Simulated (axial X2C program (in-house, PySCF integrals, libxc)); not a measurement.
# Low determinants of ReF at the PBE0 level, 2c

All values were computed with an axial X2C code built on PySCF integrals. Two-component (2c) means X2C with spin–orbit coupling and atomic mean-field two-electron Coulomb and Gaunt terms. Basis: Re dyall-cv3z [13s14p9d7f4g], F dyall-av3z [7s6p3d2f] (cores contracted in-house); Gaussian nuclei, density fitting, unrestricted open shells. Masses: Re 186.956 u, F 18.998 u.

Search at 1.950 Å (vertical energies from the lowest determinant):

```tsv
ΔE (eV)	state	electrons beyond evenly filled partner blocks	electrons in ±ω = 1/2, 3/2, 5/2, 7/2
0.00	Ω = 3	ω = 1/2, ω = 5/2	49 24 9 2
0.22	Ω = 2	ω = -1/2, ω = 5/2	49 24 9 2
0.84	Ω = 4	ω = 3/2, ω = 5/2	48 25 9 2
1.25	Ω = 1	ω = -1/2, ω = 3/2	49 25 8 2
1.29	Ω = 1	ω = -3/2, ω = 5/2	48 25 9 2
1.53	Ω = 0	none	50 24 8 2
2.08	Ω = 5	2 × ω = 1/2, ω = 3/2, ω = 5/2	48 25 9 2
```

Lowest determinant, Ω = 3 (⟨Sz⟩ = 2.89, ⟨Lz⟩ = 0.11 at PBE0): Re = 1.971 Å, ωe = 538.2 cm⁻¹.

The determinant in row 2 of the search, Ω = 2 (⟨Sz⟩ = 1.94, ⟨Lz⟩ = 0.06 at PBE0), was followed along the bond at PBE0; measured from the minimum of the lowest determinant it gives:

Te = 0.040 eV (324 cm⁻¹), Re = 1.828 Å, ωe = 708.1 cm⁻¹.

(1) Compare the bond of the determinant in row 2 with that of the lowest one.

The search compares states at one distance, so a state with another bond length can lie lower; it is not exhaustive and yields mostly the lowest determinant of each block pattern, so other components and higher states of one pattern are missing. These are energies of single determinants, not of spin-adapted states; PBE0 term energies can be off by some tenths of an eV, and the functional has no current term. Open-shell Ω = 0 determinants with evenly filled partner blocks cannot be reached by this program, so the Ω shown need not be the lowest component. The lowest determinant need not be the ground state where others lie within half an eV.

Answers

(1) At PBE0 its Re is 0.143 Å shorter and its force constant, which goes as ωe², is 1.73 times that of the lowest determinant. T0 ≈ Te + Δωe/2 = 324 + (85) = 409 cm⁻¹.
